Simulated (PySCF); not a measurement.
One molecule, one basis, several functionals.

Species: C3H9NSi.
SMILES: `CN1C[SiH2]C1`

PySCF, pcSseg-1 basis, density fitting, gas phase, PBE0-D3(BJ)/def2-SVP geometry. One functional is left out:

```
functional  exact exchange (%)  HOMO energy (eV)  LUMO energy (eV)  dipole moment (D)
     B97-D                   0             -4.77             -0.27              0.535
      BLYP                   0             -4.65             -0.28              0.494
      BP86                   0             -4.86             -0.46              0.553
       LDA                   0             -4.83             -0.62              0.566
      OPBE                   0             -4.75             -0.23              0.624
       PBE                   0             -4.76             -0.41              0.546
     B3LYP                  20             -5.88              0.23              0.563
      PBE0                  25             -6.10              0.44              0.616
  mPW1PW91                  25             -6.13              0.47              0.628
 BHandHLYP                  50             -7.38              1.32              0.651
```

Question: Predict the row of B97-2 (21 % exact exchange) by straight lines through the other rows, and check it.

Answer: 
```
         property   line  computed  computed − line  B3LYP (20 %), for comparison
 HOMO energy (eV)  -5.89     -5.85            +0.04                         -5.88
 LUMO energy (eV)   0.32      0.45            +0.13                          0.23
dipole moment (D)  0.596     0.607           +0.011                         0.563
```

Question: Which of these properties follows the share of exact exchange most closely, and which least?

Answer: Most closely the HOMO energy, least the dipole moment; the correlations over the tabulated rows are HOMO energy -0.998, LUMO energy 0.982, dipole moment 0.720. The HOMO energy moves by -0.528 eV for every 10 %. Functionals with the same share still differ in their other parts: at 0 % BLYP and BP86 differ by 0.21 eV in it.
